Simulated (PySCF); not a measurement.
**Krypton: a sound run and one with changed settings**

Sound run: Kr²⁺ [Ar] 3d10 4s2 4p4, Kr³⁺ [Ar] 3d10 4s2 4p3. Calculation: PySCF 2.14, in cc-pVDZ-PP with ECP10MDF; scalar relativity through the core potential. In the sound run the correlated levels freeze 3s2 3p6 3d10 outside the core potential. The sound run starts from symmetry-adapted Hartree-Fock orbitals and uses a fine grid where one is needed.

Changed run: all electrons correlated in a basis built for the valence shell.

```json
{"species": "Kr²⁺", "method": "MP2", "sound run (hartree)": "-460.91384", "changed run (hartree)": "-460.93221", "converged": "yes"}
{"species": "Kr³⁺", "method": "MP2", "sound run (hartree)": "-459.64112", "changed run (hartree)": "-459.65848", "converged": "yes"}
```

Ionisation energy of Kr²⁺:

| method | sound run (eV) | changed run (eV) |
| --- | --- | --- |
| UHF | 34.238 | 34.238 |
| MP2 | 34.632 | 34.660 |
| SCS-MP2 | 34.640 | 34.656 |

A valence basis has no tight correlating functions, so it recovers only part of the core correlation, and not evenly between atom and ion.

For comparison, NIST gives 35.838 ± 0.02 eV between the lowest levels.
